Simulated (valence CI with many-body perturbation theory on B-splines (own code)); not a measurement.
# Questions on P8+

Calculated by valence CI with perturbative core correlation (CI+MBPT): five valence electrons over a frozen Dirac-Fock core [He], a basis of 9 s, 9 p, 8 d, 6 f, 3 g, 1 h functions for each j, with the one-electron correlation potential Σ1, the two-electron term Σ2, the three-electron term Σ3, Breit, model QED; selected CI, second order for the rest, scaled by the run's own slope (own B-spline code, finite nucleus).

No measured spectrum was set against this ion. As an estimate, levels of excited configurations hold to 0.05 to 0.15 % of their energy, terms of the ground configuration to about 0.5 %. Among the levels kept, up to 2100 cm⁻¹ of a level comes from second order outside the variational space, and about a tenth of that is noise between levels of different J, which matters for small intervals.

Rates and lifetimes use the calculated energies. Strong lines usually hold to 10 to 20 %, long lifetimes can be off by a factor of two.

**Question.** What is the ground level?

**Answer.** 2s²2p³ ⁴S°_3/2, composition 99 % 2s²2p³ ⁴S°, g = 1.999.

**Question.** Where does the other parity begin?

**Answer.** At 2s2p⁴ ⁴P_5/2, 345490 cm⁻¹.

**Question.** What is the ionisation energy?

**Answer.** 372.14 eV; NIST lists 372.31 ± 0.21 eV (semi-empirical).

**Question.** How well does LS coupling describe the low levels?

**Answer.** Among the lowest 20 levels the leading LS term, summed over configurations, holds 99 % on average. For single configurations the figures are 97 % in LS and 69 % in jj coupling. Terms hardly mix: every one of these levels is at least 95 % one term.

**Question.** What are the static dipole polarisabilities of the lowest levels?

**Answer.** 2s²2p³ ⁴S°_3/2 0.102; 2s²2p³ ²D°_3/2 0.0891 (tensor 0.0088); 2s²2p³ ²D°_5/2 0.0894 (tensor 0.0054); 2s²2p³ ²P°_1/2 0.0790 bohr³, of which the core gives 0.000194.

**Question.** Name the longest-lived excited levels whose lifetime is computed, and their main decay.

**Answer.** 2s²2p³ ²D°_5/2 at 76766 cm⁻¹ lives 7.54 s, mostly by M1 to 2s²2p³ ⁴S°_3/2; 2s²2p³ ²D°_3/2 at 76187 cm⁻¹ lives 195 ms, mostly by M1 to 2s²2p³ ⁴S°_3/2; 2s²2p³ ²P°_1/2 at 116500 cm⁻¹ lives 10.4 ms, mostly by M1 to 2s²2p³ ⁴S°_3/2.

**Question.** Among levels below 2034400 cm⁻¹, which E1 lines absorb most strongly from the ground level?

**Answer.** to 2s²2p²3d ⁴P_5/2 at 5.056 nm, f = 0.712; to 2s²2p²3d ⁴P_3/2 at 5.051 nm, f = 0.493; to 2s²2p²3d ⁴P_1/2 at 5.048 nm, f = 0.252.
